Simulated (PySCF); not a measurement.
SMILES [CH2][SiH](C)C, doublet, CAM-B3LYP/def2-SVP optimised geometry.

```
13

C     -0.97     0.97     0.00
Si    -0.33    -0.78     0.00
C     -1.01    -1.72     1.48
C      1.55    -0.78     0.00
H     -1.95     1.24     0.40
H     -0.42     1.80    -0.46
H     -0.79    -1.47    -1.25
H     -0.68    -2.77     1.46
H     -2.11    -1.71     1.48
H     -0.67    -1.27     2.43
H      1.95    -0.22    -0.87
H      1.95    -1.80    -0.05
H      1.95    -0.30     0.91
```

Density from PySCF with unrestricted CAM-B3LYP/def2-TZVP at that geometry.

Minimum of the electron density along straight lines between bonded atoms, close to the bond critical point (lines longer than 1.1 times the sum of covalent radii, or with two minima, are not listed):

```
bond    length / Å  ρ at the minimum / e bohr⁻³  ∇²ρ there / e bohr⁻⁵  position (fraction from the first atom)
------  ----------  ---------------------------  --------------------  ---------------------------------------
C1–Si2       1.856                        0.122                  0.23                                     0.61
Si2–C3       1.881                        0.121                  0.17                                     0.39
Si2–C4       1.881                        0.121                  0.17                                     0.39
C1–H5        1.096                        0.273                 -0.93                                     0.65
C1–H6        1.096                        0.273                 -0.93                                     0.65
Si2–H7       1.499                        0.119                  0.14                                     0.49
C3–H8        1.101                        0.267                 -0.88                                     0.64
C3–H9        1.101                        0.267                 -0.88                                     0.64
C3–H10       1.101                        0.267                 -0.88                                     0.64
C4–H11       1.101                        0.267                 -0.88                                     0.64
C4–H12       1.101                        0.267                 -0.88                                     0.64
C4–H13       1.101                        0.267                 -0.88                                     0.64
```
